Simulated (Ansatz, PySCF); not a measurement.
Process, species as SMILES: CCOC=[OH+] → C[OH+]C(C)=O
Structures are relaxed separately at B3LYP-D3(BJ)/def2-TZVP in Ansatz (an electronic-structure program), one conformer each, not searched for the lowest.

Wanted: isomerisation energy (enthalpy at 298 K, with B3LYP-D3(BJ) rigid-rotor harmonic-oscillator terms from PySCF), in eV. Valence correlation only, unless marked. No spin-orbit coupling. No relativistic terms. CBS(X,Y): correlation extrapolated as X^-3; Hartree-Fock from the larger set. The bracket is a focal-point correction in the basis named.

```
level                                                     program  isomerisation energy (eV)
-------------------------------------------------  --------------  -------------------------
HF-D4/def2-TZVPD                                    PySCF + dftd4                       0.54
PBE0-D4/def2-TZVPD                                 Ansatz + dftd4                       0.36
BHLYP-D4/def2-TZVPD                                Ansatz + dftd4                       0.40
LC-wPBE-D3(BJ)/def2-TZVPD                          Ansatz + dftd3                       0.38
SCS-MP2/cc-pwCVTZ                                          Ansatz                       0.20
CCSD(T)/cc-pVTZ                                            Ansatz                       0.28
RI-MP2/CBS(cc-pVTZ,cc-pVQZ)+[CCSD(T)-MP2]/cc-pVTZ          Ansatz                       0.28
```
